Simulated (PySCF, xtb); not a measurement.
1,1-difluorobuta-1,3-diene (C4H4F2), SMILES C=CC=C(F)F. Other conformers were not sampled.

Harmonic wavenumbers (cm⁻¹) from GFN2-xTB in xtb 6.7.1 at its own minimum, in rising order: 120, 158, 226, 370, 439, 502, 548, 658, 842, 885, 894, 975, 1015, 1145, 1181, 1236, 1301, 1405, 1667, 1732, 3076, 3107, 3110, 3145.

Question: What does PySCF 2.14.0 with PBE-D3(BJ)/def2-SVP give at its own minimum? (Estimate from the structure and the level; the computed values follow.)

Answer: 143, 169, 224, 379, 474, 578, 597, 658, 820, 872, 883, 977, 994, 1177, 1193, 1263, 1333, 1397, 1642, 1732, 3078, 3095, 3139, 3182. Paired by order, the mean absolute difference is 20 cm⁻¹ and the zero-point energies are 42.5 and 42.9 kcal/mol.
